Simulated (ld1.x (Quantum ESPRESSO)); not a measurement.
**An all-electron radial function and its pseudo partner (S)**

Columns: radius, all-electron u(r) and pseudo u(r) of the 3s shell (level -27.63 eV) of sulfur in the configuration [Ne] 3s2 3p3; PBE, scalar-relativistic, TM semilocal scheme, ld1.x (Quantum ESPRESSO) 7.5.

| r (bohr) | all-electron | pseudo |
| --- | --- | --- |
| 0.068 | 0.2050 | 0.0371 |
| 0.135 | -0.0245 | 0.0735 |
| 0.202 | -0.2580 | 0.1092 |
| 0.270 | -0.3924 | 0.1448 |
| 0.338 | -0.4195 | 0.1796 |
| 0.405 | -0.3663 | 0.2136 |
| 0.473 | -0.2601 | 0.2485 |
| 0.540 | -0.1271 | 0.2847 |
| 0.608 | 0.0191 | 0.3251 |
| 0.675 | 0.1622 | 0.3706 |
| 0.742 | 0.2968 | 0.4235 |
| 0.810 | 0.4202 | 0.4855 |
| 0.878 | 0.5278 | 0.5545 |
| 0.945 | 0.6178 | 0.6255 |
| 1.013 | 0.6932 | 0.6943 |
| 1.080 | 0.7524 | 0.7524 |
| 1.148 | 0.7981 | 0.7981 |
| 1.215 | 0.8301 | 0.8301 |
| 1.283 | 0.8507 | 0.8507 |
| 1.350 | 0.8608 | 0.8608 |
| 1.418 | 0.8619 | 0.8619 |
| 1.485 | 0.8555 | 0.8555 |
| 1.553 | 0.8426 | 0.8426 |
| 1.620 | 0.8245 | 0.8245 |
| 1.688 | 0.8020 | 0.8020 |
| 1.755 | 0.7765 | 0.7765 |

(1) How many radial nodes do the two functions have?

(2) At about which radius was the pseudo-wave matched?

(3) Is the pseudo-wave norm-conserving?

## Answers

(1) The all-electron 3s function has n − l − 1 = 2; the pseudo-wave has 0, since the states of the same l below it are removed with the core.

(2) 1.15 bohr. The columns agree to 0.0005 from 1.08 bohr on; several derivatives are matched, so the curves merge somewhat inside the radius.

(3) Yes: the TM semilocal scheme keeps the norm inside the radius equal to the all-electron one, which fixes the energy derivative of the logarithmic derivative at the level.
